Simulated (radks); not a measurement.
The copper ion Cu2+, 27 electrons, occupied as [Ar] 3d9.

Method: Dirac Kohn-Sham, revPBE, spin-unpolarised, spherical densities, point nucleus; open shells are shared between the two j in proportion to 2j + 1; computed with a radial shooting solver on a logarithmic mesh with Libxc functionals.

Energy parts (eV):
| part | energy |
|---|---|
| total | -45007.039 |
| kinetic | 45788.886 |
| electron-nucleus | -107807.888 |
| Hartree | 18837.704 |
| exchange-correlation | -1825.742 |

Orbitals (lengths in bohr, moments of r in powers of bohr; <r^-3> diverges for s and p1/2; r(max) is where P^2 peaks; r(90%) holds 90 % of the orbital's charge):
1s1/2: occ. 2; eigenvalue (eV) -8875.185; r(max) 0.03410; <r> 0.05212; r(90%) 0.0931
2s1/2: occ. 2; eigenvalue (eV) -1087.870; r(max) 0.1966; <r> 0.2349; r(90%) 0.364
2p1/2: occ. 2; eigenvalue (eV) -955.9292; r(max) 0.1564; <r> 0.2041; r(90%) 0.334
2p3/2: occ. 4; eigenvalue (eV) -935.4373; r(max) 0.1591; <r> 0.2074; r(90%) 0.339; <r^-3> 684.9
3s1/2: occ. 2; eigenvalue (eV) -140.2304; r(max) 0.6132; <r> 0.7098; r(90%) 1.06
3p1/2: occ. 2; eigenvalue (eV) -99.2688; r(max) 0.6139; <r> 0.7380; r(90%) 1.14
3p3/2: occ. 4; eigenvalue (eV) -96.6711; r(max) 0.6218; <r> 0.7484; r(90%) 1.16; <r^-3> 87.46
3d3/2: occ. 3.6; eigenvalue (eV) -29.6810; r(max) 0.5961; <r> 0.9180; r(90%) 1.59; <r^-3> 8.459
3d5/2: occ. 5.4; eigenvalue (eV) -29.3810; r(max) 0.5990; <r> 0.9241; r(90%) 1.61; <r^-3> 8.253
4s1/2: occ. 0; eigenvalue (eV) -22.1855; r(max) 1.963; <r> 2.299; r(90%) 3.41
4p1/2: occ. 0; eigenvalue (eV) -15.4053; r(max) 2.368; <r> 2.776; r(90%) 4.14
4p3/2: occ. 0; eigenvalue (eV) -15.2428; r(max) 2.397; <r> 2.804; r(90%) 4.18; <r^-3> 5.530

The highest occupied level is 3d5/2 at -29.381 eV. The density falls to 0.001 e/bohr^3 at r = 2.93 bohr. Summed over all electrons, <r^2> = 15.58 bohr^2, which gives a Langevin (diamagnetic) susceptibility term of -12.3 x 10^-6 cm^3/mol.
